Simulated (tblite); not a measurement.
C6H6F2.
Atom-mapped SMILES: `[CH3:1][C@@H:2]1[C:3]([F:4])=[CH:5]/[C:6]1=[CH:7]\[F:8]` (hydrogens: H9, H10, H11 on C1; H12 on C2; H13 on C5; H14 on C7)

Calculated harmonic vibrations of the isolated species, GFN2-xTB (tblite), most abundant isotopes, no scaling. Against measured fundamentals such values can be off by several per cent, at times by over 20.

Harmonic wavenumbers (cm⁻¹): 105.8, 140.0, 185.8, 191.7, 200.9, 334.4, 371.3, 464.9, 534.4, 604.2, 658.1, 770.3, 822.9, 832.7, 884.7, 1019.7, 1065.5, 1076.4, 1082.8, 1129.0, 1151.2, 1183.3, 1243.6, 1280.0, 1317.7, 1404.5, 1486.3, 1490.5, 1668.5, 1784.4, 2954.8, 3037.3, 3044.2, 3047.1, 3085.9, 3170.2.

A = 3888, B = 1288, C = 1012 MHz; mass 116.044 u (most abundant isotopes); point group C1, symmetry number 1.

Zero-point energy?

Half the sum of the wavenumbers: 22412 cm⁻¹ = 64.08 kcal/mol.

Give the ideal-gas entropy at 350 K and 1 bar in the rigid-rotor, harmonic-oscillator model (classical rotation).

Translation 40.98, rotation 29.02, vibration 22.40: S = 92.4 cal/(mol K).

And Cp and H(350 K) − H(0)?

Cp = 34.03 cal/(mol K), of which vibrations give 26.09 (their classical limit is 36 R = 71.5); H(350 K) − H(0) = 7.22 kcal/mol without the zero-point energy, 4.44 from vibrations.

Which modes carry the vibrational entropy at 350 K?

105.8 cm⁻¹: 3.66; 140.0 cm⁻¹: 3.11; 185.8 cm⁻¹: 2.57; 191.7 cm⁻¹: 2.51; 200.9 cm⁻¹: 2.42; 334.4 cm⁻¹: 1.50 cal/(mol K); the other 30 give 6.62 together.

How do the functions run with temperature in this model?

```tsv
T (K)	S (cal/(mol K))	Cp (cal/(mol K))	H − H(0) (kcal/mol)	G − H(0) (kcal/mol)	ln q(vib)
100	64.0	15.2	1.07	-5.33	0.60
200	76.8	22.7	2.97	-12.40	2.21
300	87.5	30.3	5.61	-20.62	3.98
500	106.3	43.8	13.09	-40.04	7.64
800	129.9	56.4	28.32	-75.59	13.01
1000	143.1	61.7	40.16	-102.91	16.36
```

q(vib) and H(0) count from the zero-point level.

What must be added to the electronic energy to get the Gibbs energy at 350 K and 1 bar?

ZPE + [H(350 K) − H(0)] − T·S = 64.08 + 7.22 − 32.34 = 38.96 kcal/mol.

Blend soft modes into free rotors: weight 1/[1 + (100 cm⁻¹/ν̃)⁴] for the oscillator and the rest for a rotor with moment μB/(μ + B), μ = h/(8π²ν), B = 10⁻⁴⁴ kg m². What vibrational entropy results?

21.98 cal/(mol K) in place of 22.40, which changes −T·S at 350 K by +0.15 kcal/mol.

Hindered rotation and anharmonicity are outside this model. The structure is chiral; the term R ln 2 for an equal mix with its mirror image is left out.

Time: 0.28 s of wall time. Hardware: an Arm Neoverse V2 with one thread, no GPU, shared host. This covers the Hessian and the dipole derivatives.
